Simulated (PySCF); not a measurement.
**C6H12O2: core ionisation energies**

Species: pentyl formate, C₆H₁₂O₂.
Cartesian coordinates in Å at the PBE0-D3(BJ)/def2-SVP level; atoms count from 1:
```xyz
20
C6H12O2 angstrom
C      3.171    0.305    0.355
C      1.850    0.603   -0.335
C      0.727   -0.336    0.083
C     -0.593   -0.049   -0.618
C     -1.690   -1.002   -0.189
O     -2.895   -0.787   -0.927
C     -3.710    0.163   -0.482
O     -3.533    0.846    0.486
H      3.078    0.392    1.450
H      3.962    0.998    0.033
H      3.514   -0.718    0.135
H      1.545    1.644   -0.126
H      1.979    0.545   -1.430
H      1.033   -1.380   -0.116
H      0.584   -0.269    1.177
H     -0.914    0.983   -0.402
H     -0.466   -0.124   -1.712
H     -1.901   -0.894    0.886
H     -1.410   -2.045   -0.395
H     -4.596    0.223   -1.148
```

Theory: delta-SCF UKS SCAN, pcX-2 on the ionised atom, pcseg-1 elsewhere, spin-free X2C (PySCF). Vertical ΔSCF values, vacuum level as zero.

Q: Give the core binding energies atom by atom.

A: 
| atom(s) | environment | level | binding energy (eV) | above the level's lowest (eV) | count |
| --- | --- | --- | --- | --- | --- |
| C1 | methyl carbon | C 1s | 290.64 | 0.00 | 1 |
| C2 | chain CH2 carbon | C 1s | 290.64 | 0.00 | 1 |
| C3 | chain CH2 carbon | C 1s | 290.67 | +0.03 | 1 |
| C4 | chain CH2 carbon | C 1s | 290.72 | +0.08 | 1 |
| C5 | sp3 carbon bound to oxygen | C 1s | 292.39 | +1.75 | 1 |
| O6 | ester single-bonded oxygen | O 1s | 539.57 | +1.57 | 1 |
| C7 | ester carbonyl carbon | C 1s | 294.72 | +4.08 | 1 |
| O8 | ester carbonyl oxygen | O 1s | 538.00 | 0.00 | 1 |

Lowest listed C 1s: C1, bonded to C and 3 H. Highest, 4.08 eV above it: C7, bonded to O (double bond), O and H. The widest gap between neighbouring values is 2.33 eV, between 292.39 and 294.72 eV. Summing the Pauling electronegativity differences to the bonded atoms, each weighted by its formal bond order, gives -1.05 for the lowest site and +2.32 for the highest; no listed site has a larger sum than the highest. The values 290.64, 290.64 and 290.67 eV lie too close for their order to be trusted.

The listed O 1s values span 1.57 eV, from O8 (bonded to C (double bond)) to O6 (bonded to 2 C). Summing the Pauling electronegativity differences to the bonded atoms, each weighted by its formal bond order, gives -1.78 for the lowest site and -1.78 for the highest; the sum is the same at every site.

Q: Which photon wavelength matches the O 1s of O8 threshold?

A: λ = hc/E = 12398.42 eV Å / 538.00 eV = 23.045 Å.

One conformer (not necessarily the lowest) at the PBE0-D3(BJ)/def2-SVP geometry, without solvent, vibrations or thermal averaging.
